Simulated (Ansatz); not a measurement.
H4O, SMILES [OH4+2], charge +2.

The structure is a stationary point at r2SCAN-D4/def2-TZVPD.

Two levels are set side by side: PBE/def2-TZVPD (Ansatz, an electronic-structure program) and PBE0/def2-TZVPD (Ansatz). Energy differences of separate SCF runs at the same geometry; the states with an electron removed or added have multiplicity 2 and 2. Differences are taken from unrounded values.

```csv
quantity,PBE0,PBE,PBE minus PBE0
vertical ionisation energy (eV),39.81,39.89,0.08
vertical electron affinity (eV),13.44,13.67,0.24
vertical singlet–triplet gap (eV),16.58,16.41,-0.16
```

Here PBE gives about what the other level gives.
